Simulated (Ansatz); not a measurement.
Wavefunction ladder for `[Cu][I]`

Cartesian coordinates in Å:
```
Cu 0.134 -0.225 -1.159
I -0.134 0.225 1.159
```

Charge 0, multiplicity 1. For Cu the d shell is correlated and the shells below it are frozen. Correlated methods include outer-core shells of I, which these sets cover unevenly. Scalar relativity is left out up to krypton. I takes the def2 core potential. Geometry: relaxed with PBE0-D4/def2-TZVP. Frozen core, restricted reference, Ansatz 0.2.0.

```tsv
basis	HF (Eh)	MP2 corr.
def2-SVP	-1935.41622	-0.41405
def2-TZVPP	-1935.65647	-0.98950
def2-QZVPP	-1935.69832	-1.19185
```

Estimate the CCSD correlation energy and the (T) correction in each basis where they were run (hartree).


| basis | CCSD corr. | (T) |
| --- | --- | --- |
| def2-SVP | -0.38745 | -0.01415 |
| def2-TZVPP | -0.89552 | -0.02789 |
| def2-QZVPP | -1.07345 | -0.03803 |
